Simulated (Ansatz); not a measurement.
Cost and result for the atomization energy of C2H5ClOSSi (`C[Si](S)(Cl)C=O`) (11 atoms, 10 bonds).

```xyz
11

C     0.523   -1.324   -0.539
Si   -0.506    0.187   -0.270
S     0.049    1.858   -1.472
Cl   -2.486   -0.146   -0.703
C    -0.416    0.729    1.569
O     0.480    0.350    2.280
H     1.552   -1.129   -0.225
H     0.520   -1.611   -1.591
H     0.137   -2.152    0.060
H     1.334    1.804   -1.074
H    -1.186    1.433    1.965
```

The species carries charge 0 and has multiplicity 1. The geometry is a stationary point of PBE0-D4/def2-TZVP. It is one conformer, not always the lowest. Program: Ansatz. All runs use 4 threads of an Intel Xeon Platinum 8259CL on a shared host. Times are those of one run each, without the atoms' runs, and a repeat can differ threefold. Electronic energies, without spin–orbit coupling; frozen cores. CCSD(T)/CBS adds CCSD(T) − MP2 in def2-TZVPP to the MP2 limit, and its time is that of the two runs behind it. T1 = 0.013. B3LYP takes the VWN-RPA correlation (the form of Gaussian; ORCA's B3LYP/G).

CCSD(T)/CBS is a level of theory with its own doubt, some kJ/mol a heavy atom from the limit and from the frozen cores, so smaller differences don't rank the functionals.

```csv
level,functions,wall time
PBE0-D4/def2-TZVPP,289,4.8 s
r2SCAN-D4/def2-TZVPP (with forces),289,6 s
B3LYP-D4/def2-TZVPP (with forces),289,7.5 s
PBE-D4/def2-TZVPP (with forces),289,8 s
B2PLYP/def2-TZVPP,289,8.5 s
ωB97X-V/def2-TZVPP,289,11 s
ωB97M-V/def2-TZVPP (with forces),289,16 s
MP2/def2-QZVPP,531,33 s
CCSD(T)/def2-TZVPP,289,3.4 min
CCSD(T)/CBS(def2),–,3.9 min
```

What atomization energy does each give, and how far from CCSD(T)/CBS? (Estimate.)

Computed: 
```
                             level  atomization (kcal/mol)  difference from CCSD(T)/CBS  per bond
                PBE0-D4/def2-TZVPP                   991.3                          3.4       0.3
r2SCAN-D4/def2-TZVPP (with forces)                   993.8                          5.9       0.6
 B3LYP-D4/def2-TZVPP (with forces)                   983.7                         -4.2      -0.4
   PBE-D4/def2-TZVPP (with forces)                  1012.2                         24.3       2.4
                 B2PLYP/def2-TZVPP                   973.1                        -14.8      -1.5
                ωB97X-V/def2-TZVPP                   992.5                          4.6       0.5
  ωB97M-V/def2-TZVPP (with forces)                   993.6                          5.7       0.6
                    MP2/def2-QZVPP                   999.0                         11.1       1.1
                CCSD(T)/def2-TZVPP                   958.4                        -29.5      -2.9
                 CCSD(T)/CBS(def2)                   987.9                          0.0       0.0
```

The D4 term adds +12.7 kcal/mol with B3LYP and +6.7 kcal/mol with PBE0; it sums over pairs of atoms, weighted by their polarisabilities, and B3LYP, whose exchange is more repulsive, gets the larger term. In def2-TZVPP, CCSD(T) changes the Hartree–Fock value by +250.6 kcal/mol (the triples alone add +18.4 kcal/mol) and MP2 by +273.9 kcal/mol; breaking electron pairs costs correlation energy, which Hartree–Fock lacks. From PBE to PBE0 (25 % exact exchange), in def2-TZVPP and without D4, the atomization energy moves by −19.8 kcal/mol: exact exchange takes away binding that semilocal exchange gives to molecules.
